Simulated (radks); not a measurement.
Task: These are the eigenvalues of the occupied orbitals of an atom or ion with whole-number occupations (hartree). Calculated with a radial shooting solver on a logarithmic mesh with Libxc functionals: scalar-relativistic Kohn-Sham, PBE, spin-polarised, spherical densities, finite nucleus; Fermi nuclear charge, rms radius of each element as measured or else 0.836 A^(1/3) + 0.57 fm.

orbital  eigenvalue
1s down   -2633.691
1s up     -2633.691
2s up     -457.5707
2s down   -457.5623
2p up     -399.5551
2p down   -399.5484
3s up     -106.7778
3s down   -106.7754
3p up     -89.66256
3p down   -89.65976
3d up     -70.23381
3d down   -70.22822
4s up     -23.15085
4s down   -23.14334
4p up     -17.53475
4p down   -17.52785
4d up     -10.48120
4d down   -10.47301
5s up      -4.25252
5s down    -4.17808
5p up      -2.85013
5p down    -2.75267
4f up      -2.65533
4f down    -2.63893
5d up      -1.26103

Which element is it, and in what charge state? The configuration may be excited. Open shells, if any, are filled with parallel spins first.

Result: Z = 75, rhenium, charge +3: Re3+ in [Xe] 4f14 5d4. The list shows which subshells hold electrons but not how many an open one holds; the 1s level, -2633.7 hartree, gives Z - s = 72.6 by -(Z - s)^2/2, which with screening and relativity narrows Z to a few neighbours, and the depths of the outer levels then fix element, charge and occupations together.
